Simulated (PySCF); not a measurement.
# Correlation energy of C⁺ (carbon, charge +1)

[He] 2s2 2p1, 2P determinant. Computed with PySCF 2.14 in def2-SVP, with the non-relativistic Hamiltonian (point nucleus). Frozen: 1s2; 3 electrons correlated.

MP2 pair energies summed by pair of shells (mhartree):

```
 pair  energy  share (%)
2s-2s  -25.82       61.8
2s-2p  -15.98       38.2
```

Total MP2 correlation energy: -41.80 mhartree.

Same-spin part -2.37 and opposite-spin part -39.43 mhartree; SCS-MP2 scales them by 1/3 and 6/5 to -48.10 mhartree.

```tsv
level	correlation energy (mhartree)
CCSD	-66.66
(T)	-0.74
CCSD(T)	-67.40
```

Diagnostics: T1 = 0.0084, D1 = 0.0155, largest double amplitude 0.142.

Task: Is a single reference adequate?

Result: Mostly. T1 lies below 0.03, but a double amplitude of this size points to a near-degeneracy that CCSD handles and MP2 describes poorly.
